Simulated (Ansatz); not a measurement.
One change: `BCS[SiH2][SiH3]` becomes `BCS[SiH2]F`.

Ansatz, PBE0-D4/def2-TZVP geometries, multiplicity 1. Each molecule was computed in one conformer, which needn't be the lowest.

| property | `BCS[SiH2][SiH3]` |
| --- | --- |
| ideal-gas entropy at 298 K and 1 bar (rigid rotor, harmonic PBE0-D4/def2-TZVP) / J/(mol·K) | 414 |
| HOMO energy (PBE/def2-TZVPP) / eV | -5.72 |
| HOMO energy (PBE0/def2-TZVPP) / eV | -6.86 |
| HOMO energy (B3LYP/def2-TZVPP) / eV | -6.63 |
| HOMO–LUMO gap (ωB97M-V/def2-TZVPP) / eV | 9.22 |
| size of the dipole moment (B3LYP/def2-TZVPP) / D | 1.35 |

Problem. Give the same properties after the change, and the shifts. (Estimate.)

Solution. The calculation gave: 
| property | `BCS[SiH2]F` | shift |
| --- | --- | --- |
| ideal-gas entropy at 298 K and 1 bar (rigid rotor, harmonic PBE0-D4/def2-TZVP) / J/(mol·K) | 372 | -42 |
| HOMO energy (PBE/def2-TZVPP) / eV | -6.22 | -0.50 |
| HOMO energy (PBE0/def2-TZVPP) / eV | -7.41 | -0.55 |
| HOMO energy (B3LYP/def2-TZVPP) / eV | -7.16 | -0.53 |
| HOMO–LUMO gap (ωB97M-V/def2-TZVPP) / eV | 9.77 | 0.55 |
| size of the dipole moment (B3LYP/def2-TZVPP) / D | 1.48 | 0.13 |

With PBE0 the HOMO falls by 0.55 eV and the LUMO falls by 0.10 eV, so the gap widens by about 0.45 eV. PBE moves the HOMO by -0.50 eV and ωB97M-V by -0.64 eV. The zero-point energy changes by -56.2 kJ/mol with -9 modes. Dipoles are sizes alone; their direction can turn. Modes under 60 cm⁻¹, often nearly free rotors, make the harmonic entropy too high.

Positive LUMOs are unbound, so they and the gaps depend on the basis.

B3LYP here is the variant with VWN-RPA as its local correlation; programs differ in this.
